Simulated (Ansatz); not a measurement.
A calculation with Ansatz (development build ahead of 0.2.0).

```yaml
crystal:
  periodic: [false, false, false]
  atoms:
    - { symbol: C, position_ang: [1.0253, 0.0, 0.0] }
    - { symbol: C, position_ang: [0.0, 1.0253, 0.0] }
    - { symbol: C, position_ang: [-1.0253, 0.0, 0.0] }
    - { symbol: C, position_ang: [0.0, -1.0253, 0.0] }
    - { symbol: C, position_ang: [2.4553, 0.0, 0.0] }
    - { symbol: "N", position_ang: [3.6153, 0.0, 0.0] }
    - { symbol: C, position_ang: [0.0, 2.4553, 0.0] }
    - { symbol: "N", position_ang: [0.0, 3.6153, 0.0] }
    - { symbol: C, position_ang: [-2.4553, 0.0, 0.0] }
    - { symbol: "N", position_ang: [-3.6153, 0.0, 0.0] }
    - { symbol: C, position_ang: [0.0, -2.4553, 0.0] }
    - { symbol: "N", position_ang: [0.0, -3.6153, 0.0] }
basis:
  gaussian: { orbitals: def2-SVP }
magnetization:
  spin_polarized: true
hamiltonian:
  xc: hf
```

The input is written out in the form of the current development build from the run's settings.

The run gave:

```
Converged                       : yes
Total energy                    : -520.20913 hartree
Spin squared of the determinant : 2.055
Stability test                  : minimum
```

Caution: the unrestricted determinant is a mixture of spin states.
